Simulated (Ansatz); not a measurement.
CuF, charge -1, doublet, at a GFN2-xTB geometry (such geometries of metal compounds can be far from the true shape) (the multiplicity is a formal guess) (a gas-phase anion, which may not be bound at this level); SC-NEVPT2/STO-3G, CASSCF(3,3) in Ansatz (a program for electronic structure).

Input for Ansatz:
Ansatz 0.2 input:
```yaml
crystal:
  periodic: [false, false, false]
  atoms:
    - {symbol: Cu, position_ang: [-0.00000000, -0.00000000, -0.36515679]}
    - {symbol: F, position_ang: [0.00000000, 0.00000000, 1.17661631]}
basis:
  gaussian:
    orbitals: STO-3G
total_charge: -1
correlation: {method: sc_nevpt2, electrons: all, active_space: {window: {electrons: 3, orbitals: 3}}}
magnetization: {spin_polarized: false, initial_magnetization: 1}
```

What does Ansatz print? Leave out banner, timings and long lists.


```
Functional definition: HF
228 factors; integrals over basis functions are off by at most 7.1e-4 eV
mean field evaluation 1: about -46560.5330 eV, gradient 1.2e2 eV
mean field evaluation 2: about -46564.3666 eV, gradient 1.2e2 eV
mean field evaluation 4: about -46697.6771 eV, gradient 5.4e1 eV
mean field evaluation 8: about -46697.6771 eV, gradient 5.4e1 eV
mean field evaluation 16: about -46752.7533 eV, gradient 6.7e0 eV
mean field evaluation 32: about -46755.5310 eV, gradient 7.5e-1 eV
mean field evaluation 64: about -46755.5477 eV, gradient 3.3e-3 eV
mean field evaluation 96: about -46754.9507 eV, gradient 1.9e-3 eV
mean field evaluation 128: about -46754.1922 eV, gradient 5.9e-1 eV
mean field evaluation 160: about -46754.3478 eV, gradient 1.1e0 eV
mean field evaluation 192: about -46746.9498 eV, gradient 4.2e1 eV
mean field evaluation 224: about -46755.0928 eV, gradient 6.6e-1 eV
mean field evaluation 256: about -46755.5476 eV, gradient 3.4e-2 eV
mean field evaluation 288: about -46754.5351 eV, gradient 1.0e0 eV
mean field evaluation 320: about -46754.2327 eV, gradient 8.9e-1 eV
mean field evaluation 352: about -46755.5443 eV, gradient 2.9e-1 eV
mean field evaluation 384: about -46755.4669 eV, gradient 1.8e0 eV
mean field evaluation 416: about -46755.5468 eV, gradient 3.5e-3 eV
mean field evaluation 448: about -46755.5477 eV, gradient 6.8e-2 eV
mean field evaluation 480: about -46755.5466 eV, gradient 9.6e-3 eV
mean field evaluation 512: about -46755.5477 eV, gradient 1.2e-3 eV
mean field evaluation 544: about -46750.5321 eV, gradient 1.7e1 eV
mean field evaluation 576: about -46755.0159 eV, gradient 1.8e-5 eV
mean field evaluation 608: about -46754.7130 eV, gradient 7.9e0 eV
mean field evaluation 640: about -46754.1940 eV, gradient 6.9e-1 eV
mean field -46755.54773141 eV, -1718.2346870808 hartree, gradient 4.4e-6 eV, S^2 0.750000; 31 other end points of the search recorded, 0 dependent functions left out
reference -46755.04782515 eV, -1718.2163158646 hartree; 20, 19 occupied and 3, 4 virtual orbitals, 228 factors
state -46759.89899272 eV, -1718.3945929846 hartree
state -46759.89899272 eV, -1718.3945929846 hartree; corrected -46761.32260252 eV, -1718.4469096799 hartree
state -46755.47396077 eV, -1718.2319760596 hartree
state -46755.47396077 eV, -1718.2319760596 hartree; corrected -46757.20067165 eV, -1718.2954315141 hartree
state -46759.89899272 eV, -1718.3945929846 hartree; corrected -46761.32260252 eV, -1718.4469096799 hartree
state -46756.34970196 eV, -1718.2641589549 hartree
state -46756.34970196 eV, -1718.2641589549 hartree; corrected -46758.03154817 eV, -1718.3259656630 hartree
state -46759.89899272 eV, -1718.3945929846 hartree; corrected -46761.32260252 eV, -1718.4469096799 hartree
the orbitals are reached from a further start. From the first start the search ends at -46755.47373927 eV, -1718.2319679198 hartree
Total energy: -46761.32260252 eV, -1718.4469096799 hartree
```
